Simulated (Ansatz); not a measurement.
Pulling on the Be1–H2 bond in C2H6Be (SMILES [BeH][CH2]C) (multiplicity 1 held, fragments rigid). Energies count from the point at 1.332 Å.
Geometry at that point (charge 0, multiplicity 1):
| atom | x (Å) | y (Å) | z (Å) |
|---|---|---|---|
| Be | -1.4452 | -0.3387 | 0.7701 |
| H | -2.6893 | -0.1958 | 1.2244 |
| C | 0.1257 | -0.5230 | 0.1984 |
| C | 0.7015 | 0.6578 | -0.6109 |
| H | 0.1697 | -1.4350 | -0.4126 |
| H | 0.7852 | -0.7314 | 1.0519 |
| H | 0.7254 | 1.5770 | -0.0208 |
| H | 0.1033 | 0.8659 | -1.5011 |
| H | 1.7234 | 0.4649 | -0.9477 |

U- levels take the lowest unrestricted solution at each point, which mixes spins at long bonds. Active spaces are followed from a long bond inwards. Curves can end on different states.

Correlated levels freeze the cores.

The values were computed with Ansatz (Gaussian orbitals). Each number belongs to the level named beside it.

Energies in kJ/mol.

| R (Å) | U-MP2/aug-cc-pVDZ | U-SCS-MP2/aug-cc-pVDZ | CASSCF(2,2)/aug-cc-pVDZ | SC-NEVPT2 on CASSCF(2,2)/aug-cc-pVDZ | FIC-MRCISD+Q on CASSCF(2,2)/aug-cc-pVDZ |
|---|---|---|---|---|---|
| 1.066 | 83 | 83 | 89 | 85 | 83 |
| 1.199 | 18 | 18 | 21 | 20 | 18 |
| 1.332 | 0 | 0 | 0 | 0 | 0 |
| 1.465 | 10 | 10 | 5 | 7 | 9 |
| 1.599 | 35 | 35 | 26 | 29 | 33 |
| 1.798 | 88 | 87 | 70 | 76 | 83 |
| 1.998 | 146 | 145 | 119 | 129 | 137 |
| 2.331 | 264 | 270 | 195 | 209 | 221 |
| 2.664 | 326 | 336 | 254 | 272 | 287 |
| 3.064 | 356 | 367 | 301 | 322 | 339 |
| 3.597 | 368 | 381 | 330 | 354 | 373 |
| 4.263 | 372 | 385 | 341 | 366 | 386 |

Doubts at one or more of the structures used: a spin-contaminated determinant (U-MP2/aug-cc-pVDZ, U-SCS-MP2/aug-cc-pVDZ).

Ansatz is an electronic-structure program.
